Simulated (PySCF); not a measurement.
# C₆ coefficients of unlike pairs at PBE

Calculated with PySCF 2.14 from the dipole response of each species, C₆(A,B) = (3/π) ∫ α_A(iu) α_B(iu) du, in atomic units, from isotropic polarisabilities. For ions this is the dispersion term alone; charge-induced terms of lower order in 1/R come first.

```
species           configuration                                        basis      relativity  α (bohr³)  C₆ (like pair)
    Li⁺                1s2 (1S)                 aug-cc-pCVQZ-DK (9s8p6d4f2g)   spin-free X2C     0.2077         0.08634
   As²⁺  [Ar] 3d10 4s2 4p1 (2P)  aug-cc-pwCVTZ-PP with ECP10MDF (8s7p6d4f1g)  core potential      10.20           45.02
     Se  [Ar] 3d10 4s2 4p4 (3P)  aug-cc-pwCVTZ-PP with ECP10MDF (8s7p6d4f1g)  core potential      27.71           234.7
   Au³⁺      [Xe] 4f14 5d8 (3F)  aug-cc-pwCVTZ-PP with ECP60MDF (8s8p7d4f3g)  core potential      6.157           35.33
```

Q: Estimate C₆ for Se with As²⁺.

A: The integral gives 101.5. The combination rule 2 C_A C_B / (C_A α_B/α_A + C_B α_A/α_B) gives 101.3 and the geometric mean 102.8.

No spin-orbit coupling is included.

The other pairs:

| pair | C₆ |
| --- | --- |
| Au³⁺, Se | 80.08 |
| As²⁺, Li⁺ | 1.597 |
| Se, Li⁺ | 3.259 |
| Au³⁺, As²⁺ | 37.44 |
| Au³⁺, Li⁺ | 1.665 |
